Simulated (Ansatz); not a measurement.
Cost and result up the ladder for Ga₂Se₃ (5 atoms). Charge 0, multiplicity 1. Geometry: r2SCAN-D4/def2-SVP.

```xyz
5

Ga    1.084   -0.008    1.851
Ga   -1.081    1.060   -1.517
Se   -1.506   -0.113    0.934
Se    1.508    0.440   -0.828
Se   -0.004   -1.380   -0.440
```

Ansatz on 4 threads of Arm Neoverse V1 on a shared host. Times are rough, and most runs start from the orbitals of an earlier one. ωB97X-V/def2-TZVP serves as the yardstick here, not as an exact answer. Differences are given only for rows in sets of like size (and for xTB, whose basis is part of the method), since another set adds its own error. Binding counts from free atoms at the same level (Ga doublet, Se triplet; other spins of the atoms weren't run), without zero-point energy or a counterpoise term.

HSE06 is defined as in plane-wave codes, on full-range PBE exchange. Correlated methods freeze 45 core orbitals; core or outer-core shells of Ga, Se are correlated, in sets that lack core-valence functions. The rows differ in basis, and correlated rows in double-zeta sets carry the largest basis error. Another isomer (singlet) lies 0.54 eV lower at PBE0-D4/def2-TZVP; other spin states weren't run for this one.

Correlated methods converge slowly with the basis, most of all in double-zeta sets.

```tsv
level	functions	wall time
PBE-D4/def2-TZVP (with forces)	240	5.5 s
r2SCAN-D4/def2-TZVP	240	10 s
HSE06-D4/def2-TZVP	240	11 s
PBE0-D4/def2-TZVP	240	13 s
ωB97X-V/def2-TZVP	240	23 s
CCSD(T)/def2-SVP	160	60 s
```

**Question.** Estimate what each level gives for the binding energy per atom (eV).

**Answer.** 
```json
{"level": "PBE-D4/def2-TZVP (with forces)", "binding energy per atom (eV)": "2.59", "difference from ωB97X-V/def2-TZVP (eV)": "0.23"}
{"level": "r2SCAN-D4/def2-TZVP", "binding energy per atom (eV)": "2.45", "difference from ωB97X-V/def2-TZVP (eV)": "0.09"}
{"level": "HSE06-D4/def2-TZVP", "binding energy per atom (eV)": "2.45", "difference from ωB97X-V/def2-TZVP (eV)": "0.09"}
{"level": "PBE0-D4/def2-TZVP", "binding energy per atom (eV)": "2.45", "difference from ωB97X-V/def2-TZVP (eV)": "0.08"}
{"level": "ωB97X-V/def2-TZVP", "binding energy per atom (eV)": "2.36", "difference from ωB97X-V/def2-TZVP (eV)": "0.00"}
{"level": "CCSD(T)/def2-SVP", "binding energy per atom (eV)": "2.05", "difference from ωB97X-V/def2-TZVP (eV)": "–"}
```
